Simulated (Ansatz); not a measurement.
GeH7NSn (`[NH2][GeH2][SnH3]`). Charge 0, multiplicity 1. Sn takes the def2 core potential.

Cartesian coordinates in Å:
```
N 0.9485 0.1317 -1.6778
Ge -0.3566 -0.6679 -0.6389
Sn -0.1857 0.3970 1.7248
H 0.8246 1.1298 -1.7825
H 1.0304 -0.2724 -2.6017
H -0.0225 -2.1705 -0.6203
H -1.7927 -0.5132 -1.2052
H -0.1510 2.1009 1.5892
H 1.2350 -0.1061 2.5237
H -1.5299 -0.0293 2.6886
```

(1) What are the harmonic wavenumbers in cm⁻¹ at PBE0-D4/def2-TZVP (Ansatz, finite differences of forces, unscaled)? (An estimate is asked.)

(2) Is this a minimum?

(3) Give the ideal-gas thermochemistry at 298.15 K and 1 bar (rigid rotor, harmonic oscillator; point group C1, symmetry number 1).

Results:

(1) Computed: 57, 114, 172, 224, 319, 386, 467, 558, 636, 668, 705, 725, 731, 743, 875, 936, 1582, 1930, 1938, 1946, 2075, 2143, 3547, 3641.

(2) Yes, all 24 modes are real.

(3) Zero-point energy 162.2 kJ/mol; H(298) − E = 184.2 kJ/mol; entropy 365.7 J/(mol·K), of which translation 175.7, rotation 115.4, vibration 74.6; G(298) − E = 75.2 kJ/mol. Modes under 100 cm⁻¹ are hindered rotations or soft bends, so the harmonic entropy is rough.
